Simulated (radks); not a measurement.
Species: the molybdenum ion Mo31+. Configuration: [Ne] 3s1 (the NIST ground configuration). Calculated with a radial shooting solver on a logarithmic mesh with Libxc functionals: scalar-relativistic Kohn-Sham, PBEsol, spin-polarised, spherical densities, finite nucleus; open shells are filled with parallel spins first (spin-orbit coupling, left out, can overturn this in heavy ions); Fermi nuclear charge, rms radius 4.4091 fm.

Normalised radial functions P(r) = r R(r), r in bohr:

```
   r/bohr * 1s down, o 2s down, + 2p down (the largest magnitude, 4.78, reaches the edge; | marks zero, & curves that meet)
 0.003205                             +  o     *
 0.004449                             +   o       *
 0.006176                             +    o          *
 0.008573                             |+    o            *
   0.0119                             |+     o               *
  0.01652                             | +     o                 *
  0.02293                             |   +  o                   *
  0.03184                             |    o+                  *
  0.04384                             |o       +           *
  0.06086                        o    |           + *
  0.08449                  o          |      *       +
   0.1173              o              |  *           +
   0.1628               o             |*          +
    0.226                    o        *      +
   0.3138                          o  *  +
   0.4356                            o*+
   0.6046                             &
   0.8394                             &
    1.165                             &
```

1s down: eigenvalue -21509 eV, 0 radial nodes, <r> = 0.0352 bohr, 90 % of the charge inside 0.0630 bohr. 2s down: eigenvalue -4398.9 eV, 1 radial node at r = 0.0466 bohr, <r> = 0.151 bohr, 90 % of the charge inside 0.232 bohr. 2p down: eigenvalue -4122.3 eV, 0 radial nodes, <r> = 0.131 bohr, 90 % of the charge inside 0.212 bohr.
